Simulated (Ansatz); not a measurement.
Reaction (isomerisation): `CN[SiH2]S` → `[SiH3]NCS`

Calculated with Ansatz (gas phase, PBE0-D4/def2-TZVP geometries, no zero-point term in ΔE). CCSD(T)/CBS is the MP2 limit (def2-TZVPP, def2-QZVPP) plus CCSD(T) − MP2 in def2-TZVPP, frozen cores. Each species was taken in one conformer, which may not be the lowest.

`CN[SiH2]S`:

```xyz
11

C    -1.655   -0.691    0.038
N    -0.323   -0.420   -0.455
Si    0.817    0.602    0.294
S     2.751   -0.148   -0.234
H    -2.426   -0.071   -0.435
H    -1.924   -1.741   -0.112
H    -1.692   -0.498    1.112
H    -0.175   -0.675   -1.419
H     0.524    0.532    1.749
H     0.827    2.040   -0.106
H     3.277    1.071   -0.431
```

`[SiH3]NCS`:

Cartesian coordinates in Å:
```
Si 0.952 0.226 1.391
N -0.401 0.571 0.373
C -0.846 -0.297 -0.667
S 0.151 -0.060 -2.203
H 2.290 0.377 0.754
H 0.878 1.164 2.540
H 0.813 -1.184 1.837
H -0.644 1.538 0.219
H -0.742 -1.334 -0.345
H -1.893 -0.111 -0.910
H -0.558 -0.888 -2.990
```

```tsv
species	HF/CBS(def2) energy (Eh)
`CN[SiH2]S`	-782.99804
`[SiH3]NCS`	-782.95592
```

(1) Work out ΔE.

Largest T1 diagnostic among the species: 0.011.

Answers

(1) ΔE = (-782.95592) − (-782.99804) = 0.04212 Eh = +26.4 kcal/mol. CCSD(T)/CBS gives +26.5 kcal/mol.

From PBE to PBE0 (25 % exact exchange), in def2-TZVPP and without D4, ΔE moves by +0.9 kcal/mol.
